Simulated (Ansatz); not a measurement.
A nudged elastic band was laid between two geometries of a periodic cell of 13 atoms, Tc₁₂Au (surface Tc(0001), adsorbate Au).

Computed with Ansatz, DFT PBE-D3(BJ), scalar-relativistic, plane waves, PAW. Settings: cutoff 600 eV, k mesh 4x4x1, fermi-dirac smearing 0.05 eV, no spin polarisation.

| Quantity | Value |
| --- | --- |
| movable images | 4 |
| climbing image | from the first iteration |
| spring | 5.0 eV/Å² |
| optimiser | quadratic models (default) |
| start path | default |
| force threshold | 0.05 eV/Å |
| iteration limit | 25 |
| end points | relaxed |
| atoms held | 1 to 4 |

Initial state:

```xyz
13
Lattice="5.4800 0.0000 0.0000 2.7400 4.7458 0.0000 0.0000 0.0000 15.3950" Properties=species:S:1:pos:R:3
Tc 0.000 0.000 1.000
Tc 2.740 0.000 1.000
Tc 1.370 2.373 1.000
Tc 4.110 2.373 1.000
Tc 0.000 1.582 3.044
Tc 2.740 1.584 3.122
Tc 1.372 3.954 3.122
Tc 4.108 3.954 3.122
Tc 0.000 0.014 5.235
Tc 2.740 0.000 5.209
Tc 1.358 2.366 5.235
Tc 4.122 2.366 5.235
Au 2.740 3.164 7.459
```

Final state:

Only the atoms that move by more than 0.05 Å are listed.
```
Tc5 0.000 1.581 3.101
Au13 2.740 1.582 7.399
```

(1) Which bonds break or form, and what moves?

(2) What energy profile does the band end with?

(3) What is the geometry of the highest image?

The band took 4 iterations and about 30 core-minutes.

Results:

(1) The atom that moves furthest is Au13, by 1.58 Å; four of its nearest neighbours are Tc9 2.74, Tc12 2.74, Tc11 2.74, Tc10 3.88 Å at the first end and Tc12 2.71, Tc10 2.71, Tc11 2.71, Tc9 3.83 Å at the last.

(2) The run converged. The highest image is number 2 of 0 to 5, 0.065 eV above the first end and 0.111 eV above the last; the last end lies 0.046 eV below the first. The order of the point at the top wasn't checked. Limits of this set-up: coarse k mesh, thin slab, slab without dipole correction, a typed lattice constant that wasn't relaxed here.

| image | path coordinate (Å) | energy (eV) | Tc9–Au13 (Å) | Tc10–Au13 (Å) |
| --- | --- | --- | --- | --- |
| 0 | 0.00 | 0.000 | 2.74 | 3.88 |
| 1 | 0.37 | 0.032 | 2.89 | 3.57 |
| 2 | 0.74 | 0.065 | 3.15 | 3.26 |
| 3 | 1.03 | 0.037 | 3.38 | 3.02 |
| 4 | 1.33 | -0.019 | 3.61 | 2.83 |
| 5 | 1.63 | -0.046 | 3.83 | 2.71 |

(3) 
```xyz
13
Lattice="5.4800 0.0000 0.0000 2.7400 4.7458 0.0000 0.0000 0.0000 15.3950" Properties=species:S:1:pos:R:3
Tc 0.000 0.000 1.000
Tc 2.740 0.000 1.000
Tc 1.370 2.373 1.000
Tc 4.110 2.373 1.000
Tc 0.000 1.555 3.057
Tc 2.740 1.586 3.118
Tc 1.363 3.957 3.120
Tc 4.117 3.957 3.120
Tc 0.000 -0.044 5.256
Tc 2.740 0.060 5.234
Tc 1.310 2.388 5.219
Tc 4.170 2.388 5.219
Au 2.740 2.444 7.450
```

The run took 7.9 min on 4 threads of Arm Neoverse V1, with other jobs on the host, peak memory 4.5 GiB.
